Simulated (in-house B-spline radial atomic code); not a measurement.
Inner-shell binding energies (edges) and X-ray emission energies of free atoms and ions, as differences of relaxed hole-state energies with first-order Breit, QED and recoil terms, without correlation or multiplet splittings, in NIST's listed ground configurations. For neutral atoms such line energies lie within some 1 to 5 eV of tabulated X-ray lines (up to 20 eV for the heaviest). L2 = 2p1/2, L3 = 2p3/2, M4 = 3d3/2, M5 = 3d5/2. A dash marks a subshell that is part filled or wasn't run, or a line left out. Computed with an all-electron radial atomic-structure program (B-spline basis): Dirac-Hartree-Fock, average of the configuration, finite nuclei.

| ion | configuration | L3 edge (eV) | M5 edge (eV) | L3-M5 (eV) | L2-M4 (eV) |
| --- | --- | --- | --- | --- | --- |
| Ag | [Kr] 4d10 5s1 | 3359.87 | 374.65 | 2985.22 | 3152.06 |
| Cd+ | [Kr] 4d10 5s1 | ? | ? | ? | ? |
| In2+ | [Kr] 4d10 5s1 | 3758.84 | 471 | 3287.84 | 3488.28 |
| Sn3+ | [Kr] 4d10 5s1 | 3969.81 | 524.91 | 3444.9 | 3664.01 |
| Sb4+ | [Kr] 4d10 5s1 | 4188.16 | 582.35 | 3605.81 | 3844.92 |
| Te5+ | [Kr] 4d10 5s1 | 4413.78 | 643.19 | 3770.59 | 4031.1 |
| I6+ | [Kr] 4d10 5s1 | ? | ? | ? | ? |
| Xe7+ | [Kr] 4d10 5s1 | 4886.57 | 774.8 | 4111.78 | 4419.61 |

Q: Fill in the row of Cd+.

A: L3 edge (eV): 3555.42; M5 edge (eV): 420.8; L3-M5 (eV): 3134.62; L2-M4 (eV): 3317.66.

Q: Fill in the row of I6+.

A: L3 edge (eV): 4646.6; M5 edge (eV): 707.36; L3-M5 (eV): 3939.24; L2-M4 (eV): 4222.63.
